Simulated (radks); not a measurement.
The numbers below are computed, except where a source is named.
Q: All-electron atom: Sr II in [Kr] 5s1. Code: a radial shooting solver on a logarithmic mesh with Libxc functionals. Model: non-relativistic Kohn-Sham, LDA (Slater exchange, Perdew-Wang correlation), spin-polarised, spherical densities, point nucleus; open shells are filled with parallel spins first (spin-orbit coupling, left out, can overturn this in heavy ions); relativity is left out, which matters for an element this heavy. Some entries of the table are withheld. Estimate them.

orbital,occ.,eigenvalue (hartree),r(max) (bohr),<r> (bohr)
1s up,1,-573.1048,0.02659,0.04023
1s down,1,-573.1041,0.02659,0.04023
2s up,1,-76.72582,0.1495,0.1772
2s down,1,-76.72538,0.1495,0.1772
2p up,3,-69.97996,0.1178,0.1524
2p down,3,-69.97953,0.1178,0.1524
3s up,1,-12.00524,0.4467,0.5045
3s down,1,-12.00449,0.4467,0.5045
3p up,3,-9.53552,0.4354,0.5041
3p down,3,-9.53474,0.4354,0.5041
3d up,5,-5.04716,0.3753,0.4971
3d down,5,-5.04633,0.3753,0.4971
4s up,1,-1.68728,1.212,1.382
4s down,1,-1.68440,1.212,1.380
4p up,3,-1.07560,1.331,1.572
4p down,3,-1.07125,1.330,1.565
5s up,1,(1),3.449,(2)
5s down,0,(3),3.431,(4)
4d up,0,-0.27358,2.004,2.748
4d down,0,-0.25591,1.954,2.674
5p up,0,-0.21389,4.204,(5)
5p down,0,-0.18894,4.295,(6)

A: 
(1) 5s up eigenvalue (hartree): -0.32095
(2) 5s up <r> (bohr): 3.883
(3) 5s down eigenvalue (hartree): -0.29240
(4) 5s down <r> (bohr): 3.926
(5) 5p up <r> (bohr): 4.722
(6) 5p down <r> (bohr): 4.915
